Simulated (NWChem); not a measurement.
All runs are NWChem calculations. System: C$_{4}$H$_{5}$O$_{2}$, charge 1, spin multiplicity 1, at the geometry of a parent with another charge or spin, in a state set for the comparison that need not be this species' ground state. Level: MP2/def2-SVP, 6 core orbitals frozen.

Input file:

```
start mol
memory heap 200 mb stack 900 mb global 1100 mb
charge 1
geometry units angstroms nocenter noautoz
  C     -0.140384     2.207729     0.000000
  C     -0.110102     0.712234     0.000000
  O     -1.314415     0.160668     0.000000
  C      1.047375    -0.033425     0.000000
  C      0.958471    -1.467590     0.000000
  O     -0.039661    -2.149942     0.000000
  H     -0.689945     2.566532     0.885580
  H      0.870303     2.634058     0.000000
  H     -0.689945     2.566532    -0.885580
  H     -1.209970    -0.822706     0.000000
  H      2.019998     0.456093     0.000000
  symmetry group Cs
end
basis spherical
  * library def2-svp
end
scf
  rhf
  nopen 0
  maxiter 100
  thresh 1e-7
  semidirect memsize 60000000 filesize 0
end
mp2
  freeze core 6
end
task mp2 energy
```

Part of the output:

```
             Northwest Computational Chemistry Package (NWChem) 7.3.0
             --------------------------------------------------------

                                NWChem Input Module
                                -------------------

 Scaling coordinates for geometry "geometry" by  1.889725989
 (inverse scale =  0.529177249)

 Turning off AUTOSYM since
 SYMMETRY directive was detected!

                             Geometry "geometry" -> ""
                             -------------------------

 Output coordinates in angstroms (scale by  1.889725989 to convert to a.u.)

  No.       Tag          Charge          X              Y              Z
 ---- ---------------- ---------- -------------- -------------- --------------
    1 C                    6.0000    -0.14038400     2.20772900     0.00000000
    2 C                    6.0000    -0.11010200     0.71223400     0.00000000
    3 O                    8.0000    -1.31441500     0.16066800     0.00000000
    4 C                    6.0000     1.04737500    -0.03342500     0.00000000
    5 C                    6.0000     0.95847100    -1.46759000     0.00000000
    6 O                    8.0000    -0.03966100    -2.14994200     0.00000000
    7 H                    1.0000    -0.68994500     2.56653200     0.88558000
    8 H                    1.0000     0.87030300     2.63405800     0.00000000
    9 H                    1.0000    -0.68994500     2.56653200    -0.88558000
   10 H                    1.0000    -1.20997000    -0.82270600     0.00000000
   11 H                    1.0000     2.01999800     0.45609300     0.00000000

 Effective nuclear repulsion energy (a.u.)     218.2467169280

            Nuclear Dipole moment (a.u.)
            ----------------------------
        X                 Y               Z
 ---------------- ---------------- ----------------
    -0.0000132281     0.0000094486     0.0000000000

      Symmetry information
      --------------------

 Group name             Cs
 Group number              2
 Group order               2
 No. of unique centers    10

      Symmetry unique atoms

     1    2    3    4    5    6    7    8   10   11


 Summary of "ao basis" -> "" (spherical)
 ------------------------------------------------------------------------------
       Tag                 Description            Shells   Functions and Types
 ---------------- ------------------------------  ------  ---------------------
 *                          def2-svp                  on all atoms

 Summary of "ao basis" -> "ao basis" (spherical)
 ------------------------------------------------------------------------------
       Tag                 Description            Shells   Functions and Types
 ---------------- ------------------------------  ------  ---------------------
 C                          def2-svp                 6       14   3s2p1d
 O                          def2-svp                 6       14   3s2p1d
 H                          def2-svp                 3        5   2s1p

                                 NWChem SCF Module
                                 -----------------

  ao basis        = "ao basis"
  functions       =   109
  atoms           =    11
  closed shells   =    22
  open shells     =     0
  charge          =   1.00
  wavefunction    = RHF
  use symmetry    = T
  symmetry adapt  = T

 Summary of "ao basis" -> "ao basis" (spherical)
 ------------------------------------------------------------------------------
       Tag                 Description            Shells   Functions and Types
[...]
              MO Center=  3.5D-01, -5.0D-01,  1.5D-15, r^2= 3.3D+00
   Bfn.  Coefficient  Atom+Function         Bfn.  Coefficient  Atom+Function
  ----- ------------  ---------------      ----- ------------  ---------------
    65      0.487409   5 C  pz               62      0.429776   5 C  pz
    23     -0.422648   2 C  pz               20     -0.373782   2 C  pz
    79     -0.314033   6 O  pz               76     -0.258683   6 O  pz
    37      0.224779   3 O  pz               34      0.182715   3 O  pz
    86      0.159730   7 H  s                96     -0.159730   9 H  s

 Vector   25  Occ=0.000000D+00  E= 6.418179D-03  Symmetry=a"
              MO Center=  4.8D-01, -3.5D-03,  3.8D-15, r^2= 3.6D+00
   Bfn.  Coefficient  Atom+Function         Bfn.  Coefficient  Atom+Function
  ----- ------------  ---------------      ----- ------------  ---------------
    51      0.758780   4 C  pz               23     -0.636574   2 C  pz
    65     -0.560822   5 C  pz               20     -0.373955   2 C  pz
    48      0.366228   4 C  pz               86      0.346130   7 H  s
    96     -0.346130   9 H  s                62     -0.338130   5 C  pz
    79      0.251247   6 O  pz               37      0.222973   3 O  pz

 center of mass
 --------------
 x =  -0.00647204 y =  -0.16296038 z =   0.00000000

 moments of inertia (a.u.)
 ------------------
         667.399182445748          83.299479981747           0.000000000000
          83.299479981747         218.262326863266           0.000000000000
           0.000000000000           0.000000000000         874.371393681120

  Mulliken analysis of the total density
  --------------------------------------

    Atom       Charge   Shell Charges
 -----------   ------   -------------------------------------------------------
    1 C    6     6.00   1.99  0.86  0.21  2.07  0.84  0.03
    2 C    6     5.75   1.99  0.97  0.17  1.86  0.66  0.10
    3 O    8     8.25   1.99  1.08  0.65  2.84  1.67  0.02
    4 C    6     6.27   1.99  0.86  0.29  2.08  1.01  0.03
    5 C    6     5.39   1.99  1.02  0.14  1.68  0.47  0.09
    6 O    8     8.15   1.99  1.12  0.71  2.72  1.59  0.02
    7 H    1     0.86   0.72  0.11  0.03
    8 H    1     0.90   0.74  0.13  0.03
    9 H    1     0.86   0.72  0.11  0.03
   10 H    1     0.73   0.64  0.02  0.08
   11 H    1     0.84   0.72  0.09  0.03

       Multipole analysis of the density wrt the origin
       ------------------------------------------------

     L   x y z        total         open         nuclear
     -   - - -        -----         ----         -------
     0   0 0 0      1.000000      0.000000     45.000000

     1   1 0 0      1.210910      0.000000     -0.000013
     1   0 1 0      0.024281      0.000000      0.000009
     1   0 0 1      0.000000      0.000000      0.000000

     2   2 0 0    -20.300183      0.000000    119.176844
     2   1 1 0     -2.539091      0.000000    -40.423257
     2   1 0 1      0.000000      0.000000      0.000000
     2   0 2 0    -14.222759      0.000000    369.246309
     2   0 1 1     -0.000000      0.000000      0.000000
     2   0 0 2    -24.813178      0.000000      5.601228

                   NWChem MP2 Semi-direct Energy/Gradient Module
                   ---------------------------------------------

  Basis functions       =    109
  Molecular orbitals    =    109
  Frozen core           =      6
  Frozen virtuals       =      0
  Active alpha occupied =     16
  Active beta occupied  =     16
  Active alpha virtual  =     87
  Active beta virtual   =     87
  Use MO symmetry       = T
  Use skeleton AO sym   = T

  AO/Fock/Back tols     =   1.0D-09  1.0D-09  1.0D-09

 GA uses MA = F    GA memory limited = T

 Available:
  local mem=  1.26D+08
 global mem=  1.44D+08
 local disk=  0.00D+00
  mp2_memr nvloc                    87
  nvloc new                    87
   1 passes of  16:        3145728                      59733                  27011548.
   1 passes of  16: M    126140528           G      144155438           F     122994800.

 Semi-direct pass number   1 of   1  for RHF alpha+beta  at        4.3s
  vrange nnbf                  5703
  mp2_eaftype                   103  avail_ma_in_mb                  1099
 EAF : mp2_eaftype filesize         103   13505774.
  mp2_eaf for mointskh                    103
Node 0 wrote     63.5 Mb in      0.0 s     Agg I/O rate:  1500.8 Mb/s
 Done moints_semi at        9.4s
  mp2_eaftype                   103  avail_ma_in_mb                   996
 EAF : mp2_eaftype filesize         103   13505774.
  mp2_eaf for kh                   103
 Done maket at        9.9s
 Done multipass loop at        9.9s

          -------------------------------------------
          SCF energy                -303.517998072422
          Correlation energy          -0.905205117768
          Singlet pairs               -0.550203258442
          Triplet pairs               -0.355001859326
          Total MP2 energy          -304.423203190190
          -------------------------------------------

          ---------------------------------------------------
                    Spin Component Scaled (SCS) MP2
          Same spin pairs                     -0.236667906217
          Same spin scaling factor             0.333333333333
          Opposite spin pairs                 -0.668537211550
          Opposite spin scaling fact.          1.200000000000
          SCS-MP2 correlation energy          -0.881133955933
          Total SCS-MP2 energy              -304.399132028355
          ---------------------------------------------------

 -----------------------
 Performance information
 -----------------------

 Timer overhead =  1.50D-07 seconds/call

               Nr. of calls         CPU time (s)                 Wall time (s)                GFlops
             ---------------    -------------------     ------------------------------   -------------------
Name         Min   Avg   Max    Min     Avg     Max     Min     Avg     Max   Mx/calls   Min     Max     Sum
mp2: moin     1     1     1    5.1     5.1     5.1      5.1     5.1     5.1     5.1      0.0     0.0     0.0
mp2: make     1     1     1   0.46    0.46    0.46     0.46    0.46    0.46    0.46      0.0     0.0     0.0
mp2: tota     1     1     1    5.6     5.6     5.6      5.6     5.6     5.6     5.6      0.0     0.0     0.0

 The average no. of pstat calls per process was 3.00D+00
 with a timing overhead of 4.51D-07s

 Task  times  cpu:        9.8s     wall:        9.8s

 Total times  cpu:        9.9s     wall:        9.9s
```
